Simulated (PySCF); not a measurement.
**How methods differ on the excitation energy of F⁺**

F⁺ [He] 2s2 2p4 (3P) → F⁺ [He] 2s1 2p5 (3P), as a difference of total energies. All numbers are calculated (PySCF 2.14, scalar relativity by spin-free X2C-1e, in x2c-TZVPPall). Correlated levels: valence: 1s2 frozen. The calculations carry no spin-orbit coupling.

| method | excitation energy (eV) |
| --- | --- |
| UHF | 21.801 |
| SCS-MP2 (valence) | 20.766 |
| CCSD (valence) | 20.635 |
| CCSDT (valence) | 20.571 |

**Question.** Estimate what MP2 (valence) gives.

**Answer.** 20.851 eV, closest to SCS-MP2 (valence) among the rows shown.

**Question.** Estimate what CCSD(T) (valence) gives.

**Answer.** 20.578 eV, closest to CCSDT (valence) among the rows shown.

Errors of the correlated levels include the incompleteness of this basis and the frozen core.

For comparison: 20.431 eV (measured; NIST levels, between the centres of gravity of the two terms).
